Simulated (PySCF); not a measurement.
The free ion Mo3+ in its d3 configuration.

Method (PySCF 2.14, density fitting): CASSCF(3,5) with orbitals averaged over all microstates of the shell, strongly contracted NEVPT2 on the averaged canonical orbitals; basis x2c-TZVPall; spin-free X2C; gas phase; spin-orbit coupling by state interaction with the mean-field operator over all roots.

Question: Which term lies lowest, and with what spin?

Answer: 4F (S = 3/2, orbital degeneracy 7), by NEVPT2.

Question: Where do the spin-allowed transitions within the shell lie?

Answer: By NEVPT2: 4P at 10470 cm⁻¹ (955 nm).

Question: Which is the lowest state of another spin?

Answer: 2G at 11669 cm⁻¹ by NEVPT2; CASSCF alone puts it at 13121 cm⁻¹ above the same ground state.

Question: What magnetic behaviour follows?

Answer: The lowest spin-orbit level is 4-fold with J = 3/2; the next lies at 743.7 cm⁻¹. μeff is 1.50 μB at 300 K and 0.81 μB at 10 K; the free-ion value g_J√(J(J+1)) for the Hund's-rule level J = 3/2 is 0.77 μB.

The job took 4.5 s on one thread of Arm Neoverse V1 (shared host), with 63 basis functions, launched as `OMP_NUM_THREADS=1 python lf_run.py task.json out`.
